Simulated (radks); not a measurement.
Values are calculated unless marked as measured or tabulated.
Species: Ce0.5+. Configuration: [Kr] 4d10 4f1 5s2 5p5.5 5d1 6s2 (fractional occupations, a model configuration). Code: a radial shooting solver on a logarithmic mesh with Libxc functionals. Model: scalar-relativistic Kohn-Sham, PBEsol, spin-unpolarised, spherical densities, finite nucleus; Fermi nuclear charge, rms radius 4.8771 fm. Some entries of the table are withheld. Estimate them.

| orbital | occ. | eigenvalue (Ry) | <r^2> (bohr^2) |
|---|---|---|---|
| 1s | 2 | -2958.585 | 0.0008214 |
| 2s | 2 | (1) | 0.01307 |
| 2p | 6 | -424.7221 | 0.01042 |
| 3s | 2 | -102.3761 | 0.08880 |
| 3p | 6 | -86.67593 | (2) |
| 3d | 10 | -64.34901 | 0.07584 |
| 4s | 2 | -21.00880 | 0.4584 |
| 4p | 6 | -15.88168 | 0.5178 |
| 4d | 10 | -8.50032 | 0.6422 |
| 5s | 2 | -3.33881 | 2.552 |
| 5p | 5.5 | -2.04502 | 3.424 |
| 4f | 1 | -0.77045 | 1.517 |
| 5d | 1 | -0.50238 | 8.452 |
| 6s | 2 | -0.48865 | 17.85 |

Answer. 
(1) 2s eigenvalue (Ry): -474.0794
(2) 3p <r^2> (bohr^2): 0.08881
